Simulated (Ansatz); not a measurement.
Input file for Ge₂H₁₂Si₃ (`[SiH3][SiH2][GeH2][SiH2][GeH3]`):

```yaml
crystal:
  periodic: [false, false, false]
  atoms:
    - {symbol: Si, position_ang: [0.133448, 2.649765, 0.282286]}
    - {symbol: Si, position_ang: [-1.102506, 1.236802, -1.109737]}
    - {symbol: Ge, position_ang: [0.264572, -0.588124, -1.798750]}
    - {symbol: Si, position_ang: [1.249739, -1.574502, 0.131647]}
    - {symbol: Ge, position_ang: [-0.428043, -1.948725, 1.776306]}
    - {symbol: H, position_ang: [1.305407, 3.188139, -0.460155]}
    - {symbol: H, position_ang: [-0.687695, 3.788836, 0.774104]}
    - {symbol: H, position_ang: [0.631712, 1.878247, 1.453408]}
    - {symbol: H, position_ang: [-1.616805, 1.987697, -2.288590]}
    - {symbol: H, position_ang: [-2.267457, 0.693577, -0.356695]}
    - {symbol: H, position_ang: [-0.584343, -1.638145, -2.540579]}
    - {symbol: H, position_ang: [1.357848, -0.092150, -2.764209]}
    - {symbol: H, position_ang: [1.921397, -2.858622, -0.210841]}
    - {symbol: H, position_ang: [2.273010, -0.643125, 0.682158]}
    - {symbol: H, position_ang: [0.147727, -2.634199, 3.026681]}
    - {symbol: H, position_ang: [-1.545079, -2.837091, 1.202551]}
    - {symbol: H, position_ang: [-1.052943, -0.608388, 2.200405]}
basis:
  gaussian: {orbitals: def2-SVP}
correlation: {method: ccsd_t}
```

```sh
$ ansatz run in.yaml --threads 3 --pin off --events-out ev --progress --plain --backend cuda
```

The program prints (abridged):

```
Functional definition: HF
1749 factors; integrals over basis functions are off by at most 1.3e-3 eV
mean field evaluation 1: about -136699.9253 eV, gradient 2.0e1 eV
mean field evaluation 2: about -136699.9269 eV, gradient 2.0e1 eV
mean field evaluation 4: about -136702.1424 eV, gradient 3.2e0 eV
mean field evaluation 8: about -136702.1654 eV, gradient 7.3e-5 eV
mean field -136702.16542302 eV, -5023.7119192404 hartree, gradient 6.4e-7 eV, S^2 0.000000; 0 other end points of the search recorded, 0 dependent functions left out
33 core orbitals not correlated: weight in the atoms' cores, before any rotation towards them, 1.000 or more for the frozen orbitals, at most 0.000 for the correlated occupied ones
reference -136702.16542302 eV, -5023.7119192404 hartree; 26, 26 occupied and 119, 119 virtual orbitals, 1749 factors
second order -21.24792784 eV of doubles, -0.00000000 eV of singles
cycle   1  -22.41815796 eV  change    -1.2e0 eV  update   1.3e-1
cycle   2  -23.36515547 eV  change   -9.5e-1 eV  update   4.0e-2
cycle   3  -23.44210419 eV  change   -7.7e-2 eV  update   1.6e-2
cycle   4  -23.43709554 eV  change    5.0e-3 eV  update   4.0e-3
cycle   5  -23.43613124 eV  change    9.6e-4 eV  update   9.8e-4
cycle   6  -23.43525447 eV  change    8.8e-4 eV  update   3.0e-4
cycle   7  -23.43514713 eV  change    1.1e-4 eV  update   7.4e-5
cycle   8  -23.43517227 eV  change   -2.5e-5 eV  update   2.0e-5
perturbative correction -0.69248141 eV, -0.0254482223 hartree
Total energy: -136726.29307670 eV, -5024.5985941587 hartree
```

It took 2 s on 3 threads of an AMD EPYC 7R13 on a shared host and a share of an NVIDIA H100 80 GB, with 0.81 GiB of host memory at the peak.

The correlation energy is -24.128 eV, 2.9 % of it from (T); the T1 diagnostic reads 0.0112.
